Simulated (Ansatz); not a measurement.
Stepwise reaction of `C[NH][GeH2][NH]C` with hydrogen chloride, as a gas-phase model of exchange steps in deposition or etching. ΔE in kJ/mol.

Gas-phase electronic energies from Ansatz, PBE0-D4/def2-TZVP geometries. CCSD(T)/CBS adds triple-zeta CCSD(T) − MP2 to the extrapolated MP2 energy (def2 sets, frozen cores). This one scheme is used for every species. DFT in def2-TZVPP. B3LYP here is the variant with VWN-RPA as its local correlation; programs differ in this. For Ge outer-core shells are correlated without core-valence functions, which leaves a few kJ/mol of doubt a bond. Scalar relativity is left out up to krypton. One conformer a species, not always the lowest.

```json
{"step": "1", "reaction": "`C[NH][GeH2][NH]C` + HCl → `C[NH][GeH2][Cl]` + CH₃NH₂", "PBE-D4": "-80.0", "B3LYP-D4": "-79.6", "ωB97M-V": "-79.1", "CCSD(T)/CBS": "-74.1"}
{"step": "2", "reaction": "`C[NH][GeH2][Cl]` + HCl → `[Cl][GeH2][Cl]` + CH₃NH₂", "PBE-D4": "-53.5", "B3LYP-D4": "-53.4", "ωB97M-V": "-54.3", "CCSD(T)/CBS": "-48.2"}
```

Question: By hand: ΔE of the 2 steps together at CCSD(T)/CBS.

Answer: (-74.1) + (-48.2) = -122.3 kJ/mol, or -61.1 kJ/mol a step.

In ΔE each step is higher than the one before. All are downhill at CCSD(T)/CBS. PBE-D4 differs from CCSD(T)/CBS by -5.9 to -5.3 kJ/mol a step. Isolated molecules leave out the surface, adducts and barriers. Largest T1 diagnostic: 0.011.
